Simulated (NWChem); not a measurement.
# SiHCl$_{2}$, doublet; SMILES Cl[SiH]Cl

Program: NWChem. Pople sets run with spherical d functions. Spin-unrestricted. In the optimisation the excess spin sits in a' (Cs, its own frame). Geometry: optimised at PBE0/def2-SVP, spin-unrestricted. No stability test was run on the SCF state. Solvent water, SMD (1 M gas to 1 M solution), gas-phase geometry. Reactions with the solvent are ignored.

```csv
level,basis functions,solvation free energy (kcal/mol),cavity-dispersion-structure term (kcal/mol),dipole in solution (D)
M06-2X/STO-3G,28,-2.4,1.3,3.20
M06-2X/3-21G,41,-2.1,1.3,…
M06-2X/6-31G*,56,-0.6,1.3,2.24
M06-2X/6-31+G*,68,-0.7,1.3,2.30
M06-2X/6-311G**,84,-0.9,1.3,2.45
M06-2X/6-311++G**,97,-0.7,1.3,2.35
```

Some entries are withheld; supply them.


- M06-2X/3-21G, dipole in solution (D): 3.08
